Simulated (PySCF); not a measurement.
PySCF input for GeH₂FBr, SMILES [Br][GeH2][F], B3LYP/pcSseg-2. The structure is a stationary point at TPSSh-D3(BJ)/def2-SVP.

```python
import numpy as np
from pyscf import gto, scf, dft
from pyscf.prop.nmr import rks as nmr

mol = gto.M(
    atom='''
    Ge    0.36757634    0.90180220    0.00000000
    F    -1.15034132    1.75488701   -0.00000000
    Br   -0.10225354   -1.34785858   -0.00000000
    H     1.08475142    1.26169844    1.30326844
    H     1.08475142    1.26169844   -1.30326844
    ''',
    basis='pcSseg-2',
    charge=0,
    spin=0,
    max_memory=1600,
    verbose=3,
)
mf = dft.RKS(mol, xc='b3lyp').density_fit(auxbasis='def2-universal-jkfit')
mf.grids.level = 3
mf.conv_tol = 1e-10
mf.max_cycle = 100
mf.kernel()
n = nmr.NMR(mf)
n.verbose = 2
n.max_cycle_cphf = 60
sigma = n.kernel()
print('atom   isotropic/ppm   span/ppm')
for i, s in enumerate(sigma):
    w = np.linalg.eigvalsh((s + s.T) / 2)
    print(f'{mol.atom_symbol(i):2s}{i + 1:3d} {w.mean():14.3f} {w[2] - w[0]:11.3f}')
```

Program output:

```
converged SCF energy = -4752.49755190666
atom   isotropic/ppm   span/ppm
Ge  1       1249.158     214.837
F   2        358.047     134.286
Br  3       2466.937     862.759
H   4         25.005      18.297
H   5         25.005      18.297
```

Self-consistency was reached.

Cost: very roughly 80 core-seconds.
